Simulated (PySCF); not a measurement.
**Basis-set dependence of population analyses: `CC#[N+][AlH2-][CH2]F`**

Compound: C3H7AlFN.
Numbering: `[CH3:1][C:2]#[N+:3][AlH2-:4][CH2:5][F:6]` (hydrogens: H7, H8, H9 on C1; H10, H11 on Al4; H12, H13 on C5)

PBE0 throughout (PySCF), one geometry, spherical d and f functions. Geometry: PBE0-D3(BJ)/def2-SVP, one conformer, isolated molecule. Atoms taken as equivalent share a column and are averaged. The first 7 of 9 kinds of atom are listed.

Mulliken charges (e):

```tsv
basis	functions	C1	C2	N3	Al4	C5	F6	H7/H8/H9
STO-3G	41	-0.250	+0.173	-0.211	+0.752	-0.267	-0.146	+0.143
6-31G	72	-0.536	+0.239	-0.330	+0.648	-0.311	-0.365	+0.258
pcSseg-0	72	-0.501	+0.056	-0.402	+1.024	-0.572	-0.398	+0.317
6-31G*	102	-0.608	+0.371	-0.334	+0.347	-0.196	-0.362	+0.265
cc-pVDZ	123	-0.023	+0.035	-0.143	+0.253	+0.013	-0.271	+0.126
def2-SVP	123	+0.003	-0.144	-0.018	+0.530	-0.058	-0.315	+0.122
aug-cc-pVDZ	205	+0.397	-0.283	-0.313	+0.263	+0.658	-0.465	+0.022
6-311+G(2d,p)	212	-0.774	+0.479	-0.223	+0.707	-0.448	-0.271	+0.208
def2-TZVP	234	-0.249	-0.044	+0.040	+0.222	-0.176	-0.256	+0.189
cc-pVTZ	282	-0.257	+0.033	+0.079	+0.139	+0.011	-0.254	+0.153
IGLO-III	289	-0.271	+0.232	-0.306	+0.836	-0.292	-0.301	+0.177
pcSseg-2	321	-0.035	+0.153	-0.221	+0.731	-0.066	-0.323	+0.092
```

IAO charges (e):

```
        basis  functions      C1      C2      N3     Al4      C5      F6  H7/H8/H9
       STO-3G         41  -0.424  +0.182  -0.114  +0.865  -0.453  -0.166    +0.187
        6-31G         72  -0.469  +0.243  -0.150  +0.524  -0.343  -0.307    +0.212
     pcSseg-0         72  -0.461  +0.247  -0.154  +0.552  -0.358  -0.296    +0.209
       6-31G*        102  -0.456  +0.253  -0.160  +0.580  -0.316  -0.317    +0.206
      cc-pVDZ        123  -0.457  +0.250  -0.155  +0.579  -0.315  -0.322    +0.206
     def2-SVP        123  -0.449  +0.254  -0.154  +0.600  -0.316  -0.321    +0.203
  aug-cc-pVDZ        205  -0.463  +0.251  -0.158  +0.593  -0.321  -0.342    +0.209
6-311+G(2d,p)        212  -0.467  +0.254  -0.162  +0.616  -0.330  -0.343    +0.210
    def2-TZVP        234  -0.466  +0.254  -0.162  +0.620  -0.328  -0.341    +0.209
      cc-pVTZ        282  -0.468  +0.254  -0.162  +0.610  -0.327  -0.338    +0.210
     IGLO-III        289  -0.468  +0.254  -0.163  +0.623  -0.330  -0.343    +0.210
     pcSseg-2        321  -0.467  +0.256  -0.164  +0.618  -0.328  -0.341    +0.210
```

Hirshfeld charges (e):

```csv
basis,functions,C1,C2,N3,Al4,C5,F6,H7/H8/H9
STO-3G,41,+0.019,+0.117,-0.073,+0.457,-0.112,-0.118,+0.058
6-31G,72,-0.040,+0.176,-0.080,+0.297,-0.126,-0.159,+0.087
pcSseg-0,72,-0.043,+0.181,-0.060,+0.314,-0.133,-0.153,+0.087
6-31G*,102,-0.039,+0.177,-0.077,+0.283,-0.130,-0.145,+0.088
cc-pVDZ,123,-0.052,+0.179,-0.069,+0.308,-0.143,-0.134,+0.090
def2-SVP,123,-0.057,+0.188,-0.065,+0.310,-0.142,-0.144,+0.091
aug-cc-pVDZ,205,-0.063,+0.181,-0.091,+0.341,-0.151,-0.149,+0.094
"6-311+G(2d,p)",212,-0.054,+0.179,-0.094,+0.342,-0.145,-0.154,+0.093
def2-TZVP,234,-0.059,+0.182,-0.085,+0.328,-0.147,-0.147,+0.093
cc-pVTZ,282,-0.061,+0.184,-0.081,+0.323,-0.149,-0.141,+0.093
IGLO-III,289,-0.063,+0.181,-0.086,+0.332,-0.149,-0.149,+0.095
pcSseg-2,321,-0.065,+0.186,-0.088,+0.341,-0.153,-0.150,+0.095
```

ESP-fitted charges (e):

```
        basis  functions      C1      C2      N3     Al4      C5      F6  H7/H8/H9
       STO-3G         41  -0.597  +0.460  -0.276  +0.566  -0.243  -0.114    +0.207
        6-31G         72  -0.630  +0.578  -0.423  +0.615  -0.162  -0.251    +0.229
     pcSseg-0         72  -0.729  +0.614  -0.454  +0.847  -0.323  -0.233    +0.256
       6-31G*        102  -0.642  +0.558  -0.400  +0.560  -0.199  -0.195    +0.235
      cc-pVDZ        123  -0.575  +0.533  -0.410  +0.583  -0.148  -0.207    +0.219
     def2-SVP        123  -0.586  +0.545  -0.408  +0.637  -0.162  -0.220    +0.221
  aug-cc-pVDZ        205  -0.612  +0.564  -0.455  +0.686  -0.152  -0.231    +0.228
6-311+G(2d,p)        212  -0.629  +0.567  -0.453  +0.683  -0.155  -0.236    +0.234
    def2-TZVP        234  -0.631  +0.567  -0.444  +0.677  -0.161  -0.223    +0.234
      cc-pVTZ        282  -0.613  +0.553  -0.435  +0.657  -0.168  -0.213    +0.230
     IGLO-III        289  -0.611  +0.554  -0.442  +0.687  -0.170  -0.225    +0.230
     pcSseg-2        321  -0.622  +0.560  -0.440  +0.691  -0.150  -0.237    +0.232
```

Question: Which scheme is steadiest as the basis changes?

Answer: Largest range over the bases for any column: Hirshfeld 0.17 e, ESP-fitted 0.29 e, IAO 0.34 e, Mulliken 1.23 e. Hirshfeld charges move least and Mulliken charges most, counted in e. Without the minimal STO-3G basis the ranges are Hirshfeld 0.06, ESP-fitted 0.29, IAO 0.10, Mulliken 1.23 e.

Question: How much do the charges still move between the two largest bases, IGLO-III and pcSseg-2?

Answer: At most, over all atoms: Mulliken 0.236 e, IAO 0.005 e, Hirshfeld 0.009 e, ESP-fitted 0.021 e.

Question: What do the same runs give for the total energy, the frontier levels and the dipole moment?

Answer: 
```tsv
basis	energy (Eh)	HOMO (eV)	LUMO (eV)	μ (D)
STO-3G	-508.6296	-2.57	1.89	8.04
6-31G	-514.9969	-6.48	-0.91	10.37
pcSseg-0	-514.2084	-6.59	-1.23	10.71
6-31G*	-515.0770	-6.34	-0.86	9.99
cc-pVDZ	-515.1133	-6.45	-0.89	9.91
def2-SVP	-514.8223	-6.50	-1.02	10.16
aug-cc-pVDZ	-515.1356	-6.69	-1.07	10.07
6-311+G(2d,p)	-515.1960	-6.70	-1.10	10.19
def2-TZVP	-515.2227	-6.63	-1.07	10.10
cc-pVTZ	-515.2138	-6.60	-1.04	10.03
IGLO-III	-515.2286	-6.67	-1.09	10.14
pcSseg-2	-515.2273	-6.66	-1.11	10.24
```

The dipole is fixed by the density alone, so its range of 2.67 D shows that the density itself changes with the basis, not only its division among atoms.
